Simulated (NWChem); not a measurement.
System: C₃H₄FNSi; SMILES [SiH3]/C(C#N)=C\F

NWChem input:

```
start job
memory heap 200 mb stack 900 mb global 1100 mb
geometry units angstroms noautosym nocenter noautoz
  N     -0.740343    -2.698189     0.000000
  C     -0.540663    -1.554517     0.000000
  C     -0.230357    -0.163490     0.000000
  Si     1.596525     0.345018     0.000000
  C     -1.255001     0.704547     0.000000
  F     -1.073303     2.007853     0.000000
  H      1.690789     1.829370     0.000000
  H      2.242562    -0.221968    -1.217797
  H      2.242562    -0.221968     1.217797
  H     -2.313969     0.423589     0.000000
end
basis spherical
  * library 6-31g*
end
dft
  xc hfexch
  iterations 150
  mulliken
end
task dft energy
esp
  recalculate
  probe 0.07
  range 0.3
  factor 1.0
  spacing 0.02
end
task esp
```

Output (shortened):

```
             Northwest Computational Chemistry Package (NWChem) 7.3.0
             --------------------------------------------------------

                             Geometry "geometry" -> ""
                             -------------------------

 Output coordinates in angstroms (scale by  1.889725989 to convert to a.u.)

  No.       Tag          Charge          X              Y              Z
 ---- ---------------- ---------- -------------- -------------- --------------
    1 N                    7.0000    -0.74034300    -2.69818900     0.00000000
    2 C                    6.0000    -0.54066300    -1.55451700     0.00000000
    3 C                    6.0000    -0.23035700    -0.16349000     0.00000000
    4 Si                  14.0000     1.59652500     0.34501800     0.00000000
    5 C                    6.0000    -1.25500100     0.70454700     0.00000000
    6 F                    9.0000    -1.07330300     2.00785300     0.00000000
    7 H                    1.0000     1.69078900     1.82937000     0.00000000
    8 H                    1.0000     2.24256200    -0.22196800    -1.21779700
    9 H                    1.0000     2.24256200    -0.22196800     1.21779700
   10 H                    1.0000    -2.31396900     0.42358900     0.00000000

 Effective nuclear repulsion energy (a.u.)     250.1014034832

  xc_inp: hfexch multiplicative factor not found.

                                 NWChem DFT Module
                                 -----------------

 Summary of "ao basis" -> "ao basis" (spherical)
 ------------------------------------------------------------------------------
       Tag                 Description            Shells   Functions and Types
 ---------------- ------------------------------  ------  ---------------------
 N                           6-31g*                  6       14   3s2p1d
 C                           6-31g*                  6       14   3s2p1d
 Si                          6-31g*                  8       18   4s3p1d
 F                           6-31g*                  6       14   3s2p1d
 H                           6-31g*                  2        2   2s

            General Information
            -------------------
          SCF calculation type: DFT
          Wavefunction type:  closed shell.
          No. of atoms     :    10
          No. of electrons :    52
           Alpha electrons :    26
            Beta electrons :    26
          Charge           :     0
          Spin multiplicity:     1
          Use of symmetry is: off; symmetry adaption is: off
          Maximum number of iterations: 150
          AO basis - number of functions:    96
                     number of shells:    46
          Convergence on energy requested:  1.00D-06
          Convergence on density requested:  1.00D-05
          Convergence on gradient requested:  5.00D-04

              XC Information
              --------------
                     Hartree-Fock (Exact) Exchange  1.000

      Superposition of Atomic Density Guess
      -------------------------------------

 Sum of atomic energies:        -557.45707039

      Non-variational initial energy
      ------------------------------

 Total energy =    -560.021496
 1-e energy   =   -1264.460141
 2-e energy   =     454.337242
 HOMO         =      -0.284392
 LUMO         =       0.000371

     ---------------------------------------------
      Total Density - Mulliken Population Analysis
     ---------------------------------------------

    Atom       Charge   Shell Charges
 -----------   ------   -------------------------------------------------------
    1 N    7     7.91   2.00  0.88  2.46  0.99  1.54  0.03
    2 C    6     5.36   2.00  0.73  1.61  0.42  0.55  0.06
    3 C    6     6.39   2.00  0.72  1.98  0.56  1.11  0.03
    4 Si  14    13.58   2.00  2.00  5.97  0.98  1.69  0.30  0.51  0.12
    5 C    6     5.37   2.00  0.69  1.51  0.49  0.61  0.07
    6 F    9     9.40   2.00  0.94  3.37  1.00  2.08  0.01
    7 H    1     1.05   0.47  0.58
    8 H    1     1.06   0.47  0.59
    9 H    1     1.06   0.47  0.59
   10 H    1     0.82   0.47  0.35

   convergence    iter        energy       DeltaE   RMS-Dens  Diis-err
 ---------------- ----- ----------------- --------- --------- ---------
 d= 0,ls=0.0,diis     1   -558.5451579494 -8.09D+02  1.10D-02  9.41D-01
 d= 0,ls=0.0,diis     2   -558.6229424658 -7.78D-02  5.57D-03  6.10D-01
 d= 0,ls=0.0,diis     3   -558.6889403223 -6.60D-02  1.45D-03  1.60D-02
 d= 0,ls=0.0,diis     4   -558.6918890436 -2.95D-03  5.32D-04  3.20D-03
 d= 0,ls=0.0,diis     5   -558.6923765004 -4.87D-04  1.61D-04  1.51D-04
  Resetting Diis
 d= 0,ls=0.0,diis     6   -558.6924116392 -3.51D-05  6.28D-05  1.75D-05
 d= 0,ls=0.0,diis     7   -558.6924162051 -4.57D-06  1.33D-05  1.69D-06
 d= 0,ls=0.0,diis     8   -558.6924165441 -3.39D-07  6.41D-06  4.67D-07

         Total DFT energy =     -558.692416544075
      One electron energy =    -1266.256776777298
           Coulomb energy =      511.449183891346
    Exchange-Corr. energy =      -53.986227141280
 Nuclear repulsion energy =      250.101403483158

 Numeric. integr. density =        0.000000000000

                       DFT Final Molecular Orbital Analysis
                       ------------------------------------

 Vector   24  Occ=2.000000D+00  E=-4.924836D-01
              MO Center=  1.2D+00, -7.0D-01,  1.0D-13, r^2= 4.3D+00
   Bfn.  Coefficient  Atom+Function         Bfn.  Coefficient  Atom+Function
  ----- ------------  ---------------      ----- ------------  ---------------
    51      0.330674   4 Si pz               92     -0.245628   8 H  s
    94      0.245628   9 H  s                 5     -0.237628   1 N  pz
    19     -0.228870   2 C  pz               91     -0.194404   8 H  s
    93      0.194404   9 H  s                 9     -0.151884   1 N  pz
    47     -0.134197   4 Si pz               23     -0.131546   2 C  pz

 Vector   25  Occ=2.000000D+00  E=-4.539862D-01
              MO Center= -3.3D-01, -1.5D+00, -1.7D-15, r^2= 3.0D+00
   Bfn.  Coefficient  Atom+Function         Bfn.  Coefficient  Atom+Function
  ----- ------------  ---------------      ----- ------------  ---------------
     3      0.383557   1 N  px               17      0.321459   2 C  px
     7      0.253051   1 N  px               21      0.224202   2 C  px
    31     -0.211525   3 C  px               35     -0.176627   3 C  px
    49      0.172864   4 Si px               90      0.106681   7 H  s
    34     -0.099467   3 C  s                63      0.099033   5 C  px

 Vector   26  Occ=2.000000D+00  E=-3.897602D-01
              MO Center= -5.8D-01, -4.8D-01,  4.0D-15, r^2= 3.4D+00
   Bfn.  Coefficient  Atom+Function         Bfn.  Coefficient  Atom+Function
  ----- ------------  ---------------      ----- ------------  ---------------
    33      0.326637   3 C  pz               37      0.306987   3 C  pz
    65      0.308152   5 C  pz                5     -0.288997   1 N  pz
    69      0.211311   5 C  pz                9     -0.206898   1 N  pz
    79     -0.178286   6 F  pz               83     -0.163957   6 F  pz
    19     -0.154071   2 C  pz               23     -0.127136   2 C  pz

 Vector   27  Occ=0.000000D+00  E= 9.107424D-02
              MO Center= -6.6D-01, -2.1D-02,  4.5D-15, r^2= 3.5D+00
   Bfn.  Coefficient  Atom+Function         Bfn.  Coefficient  Atom+Function
  ----- ------------  ---------------      ----- ------------  ---------------
    69      0.613697   5 C  pz               65      0.421160   5 C  pz
    37     -0.411825   3 C  pz               55     -0.309815   4 Si pz
    92     -0.269655   8 H  s                94      0.269655   9 H  s
     9      0.250789   1 N  pz               33     -0.233814   3 C  pz
     5      0.201783   1 N  pz               83     -0.190751   6 F  pz

[...]

                     NWChem Electrostatic Potential Fit Module
                     -----------------------------------------

 Atom parameters

 Number of atoms is                                   10
 Number of basis functions is                         96

 Grid parameters

 Maximum number of grid points is                  43770
 Number of grid points is                          43769
 Grid range                                     0.300000 nm
 Grid spacing                                   0.020000 nm
 Probe radius                                   0.070000 nm
 Atom radius factor                             1.000000

 Atomic radii

    1    0.100000
    6    0.147000
    7    0.140000
    9    0.128000
   14    0.187000
 FASTESP  F
  using M.O. file = ./job.movecs

    Atom              Coordinates                           Charge

                                                  ESP

    1 N    -0.074034   -0.269819    0.000000   -0.487311
    2 C    -0.054066   -0.155452    0.000000    0.395983
    3 C    -0.023036   -0.016349    0.000000   -0.316706
    4 Si    0.159653    0.034502    0.000000    0.667999
    5 C    -0.125500    0.070455    0.000000    0.206945
    6 F    -0.107330    0.200785    0.000000   -0.166114
    7 H     0.169079    0.182937    0.000000   -0.139428
    8 H     0.224256   -0.022197   -0.121780   -0.148119
    9 H     0.224256   -0.022197    0.121780   -0.148260
   10 H    -0.231397    0.042359    0.000000    0.135011
                                            ------------
                                                0.000000

 Dipole moment                                  1.250572

 Quadrupole moment Qxx                         16.115316
                   Qyy                        -22.099027
                   Qzz                          5.983711

 RMS deviation kJ/mol                           0.059018

 RRMS %                                        22.496888
```

Level: Hartree-Fock/6-31G* (spherical d). The geometry was optimised at PBE0/def2-SVP.
